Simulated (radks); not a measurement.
Values are calculated unless marked as measured or tabulated.
Species: neutral hydrogen. Configuration: 1s1.

Level of theory: scalar-relativistic Kohn-Sham, PBE, spin-polarised, spherical densities, finite nucleus; open shells are filled with parallel spins first; Gaussian nuclear charge, rms radius 0.8783 fm; hard spherical wall at 4 bohr (a radial shooting solver on a logarithmic mesh with Libxc functionals).

Energy parts (eV):
part                   energy
total                 -13.058
kinetic                15.951
electron-nucleus      -29.097
Hartree                 9.272
exchange-correlation   -9.185

Orbitals (lengths in bohr, moments of r in powers of bohr; r(90%) holds 90 % of the orbital's charge):
| orbital | occ. | eigenvalue (eV) | <r^2> | <1/r> | r(90%) |
|---|---|---|---|---|---|
| 1s up | 1 | -6.3751 | 2.300 | 1.069 | 2.33 |
| 2s up | 0 | 17.5670 | 5.667 | 0.8140 | 3.26 |
| 2p up | 0 | 10.3861 | 5.298 | 0.5106 | 3.08 |

The highest occupied level is 1s up at -6.375 eV. The pressure on the wall is 4.10 GPa. Summed over all electrons, <r^2> = 2.300 bohr^2, which gives a Langevin (diamagnetic) susceptibility term of -1.82 x 10^-6 cm^3/mol.
